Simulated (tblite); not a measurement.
Compound: C6H5O3 (doublet state).
Cartesian coordinates in Å at the GFN2-xTB level; atoms count from 1:
```
atom  x, y, z in Å
O1     1.6803    2.3623   -0.0813
C2     1.2254    1.2262   -0.0507
C3     2.0582    0.0157   -0.0362
C4     1.4995   -1.1987   -0.0023
O5     0.1783   -1.4433    0.0256
C6    -0.6730   -0.3693    0.0162
C7    -2.0160   -0.7223    0.0534
O8    -3.0469    0.1267    0.0556
C9    -0.1848    0.9319   -0.0261
H10    3.1282    0.1342   -0.0553
H11    2.0641   -2.1214    0.0060
H12   -2.3075   -1.7597    0.0861
H13   -2.7430    1.0456    0.0289
H14   -0.8635    1.7715   -0.0421
```

Calculated harmonic vibrations of the isolated species, GFN2-xTB (tblite), most abundant isotopes, no scaling. This tight-binding method is rough: wavenumbers can miss measured ones by several per cent, in bad cases by 10 to 20. One conformer, not necessarily the lowest. Open shells enter through the occupations alone, without spin polarisation, and single modes of such species can be off by tens of per cent.

Harmonic wavenumbers (cm⁻¹): 113.8, 143.1, 187.3, 217.7, 363.7, 412.2, 455.3, 474.7, 491.8, 559.8, 567.5, 635.9, 744.1, 753.3, 757.2, 822.7, 896.3, 924.0, 945.5, 1048.3, 1119.6, 1172.5, 1196.1, 1215.4, 1253.4, 1279.6, 1330.2, 1437.8, 1526.4, 1628.0, 1662.5, 3066.5, 3082.7, 3116.7, 3128.6, 3447.5.

A = 3026, B = 1288, C = 903.5 MHz; mass 125.024 u (most abundant isotopes); point group Cs, symmetry number 1; spin multiplicity 2.

Problem. Zero-point energy?

Solution. Half the sum of the wavenumbers: 21089 cm⁻¹ = 252.28 kJ/mol.

Problem. Entropy at 350 K, 1 bar (ideal gas, RRHO, classical rotation)?

Solution. Translation 172.41, rotation 122.93, vibration 90.79, spin (R ln 2) 5.76: S = 391.9 J/(mol K).

Problem. And Cp and H(350 K) − H(0)?

Solution. Cp = 150.87 J/(mol K), of which vibrations give 117.61 (their classical limit is 36 R = 299.3); H(350 K) − H(0) = 30.45 kJ/mol without the zero-point energy, 18.81 from vibrations.

Problem. Which modes carry the vibrational entropy at 350 K?

Solution. 113.8 cm⁻¹: 14.71; 143.1 cm⁻¹: 12.84; 187.3 cm⁻¹: 10.69; 217.7 cm⁻¹: 9.51; 363.7 cm⁻¹: 5.70; 412.2 cm⁻¹: 4.86 J/(mol K); the other 30 give 32.48 together.

Problem. How do the functions run with temperature in this model?

Solution. 
| T (K) | S (J/(mol K)) | Cp (J/(mol K)) | H − H(0) (kJ/mol) | G − H(0) (kJ/mol) | ln q(vib) |
| --- | --- | --- | --- | --- | --- |
| 150 | 299.6 | 76.1 | 7.60 | -37.34 | 1.11 |
| 250 | 347.4 | 114.7 | 17.13 | -69.72 | 2.68 |
| 298.15 | 369.2 | 132.7 | 23.09 | -86.98 | 3.51 |
| 400 | 413.1 | 166.8 | 38.40 | -126.84 | 5.39 |
| 600 | 490.6 | 214.8 | 76.95 | -217.40 | 9.21 |
| 900 | 586.3 | 256.1 | 148.22 | -379.50 | 14.72 |

q(vib) and H(0) count from the zero-point level.

Hindered rotation and anharmonicity are outside this model. Other conformers, if any are populated, would add a mixing term that is left out.
